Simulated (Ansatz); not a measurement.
Mulliken charges of CH$_{3}$NO$_{2}$Si, SMILES `O=C=N[SiH2]O` from ωB97M-V/def2-TZVPP in Ansatz (PBE0-D4/def2-TZVP geometry).

```
atom   x (Å)   y (Å)   z (Å)  charge (e)
  O1   1.116  -2.984   0.461      -0.235
  C2   0.870  -1.863   0.265       0.320
  N3   0.648  -0.713   0.030      -0.296
 Si4  -0.035   0.852   0.135       0.472
  O5  -1.552   0.890  -0.471      -0.368
  H6  -0.155   1.234   1.556      -0.027
  H7   0.875   1.744  -0.617      -0.045
  H8  -1.675   0.783  -1.415       0.180
```

Q: By hand: the dipole of these point charges (1 e Å = 4.8032 D).

A: Σ q r = (0.042, 0.420, -0.064) e Å, of length 0.427 e Å = 2.05 D.

Q: How does the dipole of the full density compare? (Estimate.)

A: Ansatz gave: (-0.070, 0.327, -0.274) e Å, 2.08 D; the point charges give 0.99 times that, at 35° from its direction.

Point charges leave out the atoms' own dipoles, such as those of lone pairs, and Mulliken's split depends on the basis, so the two needn't agree.
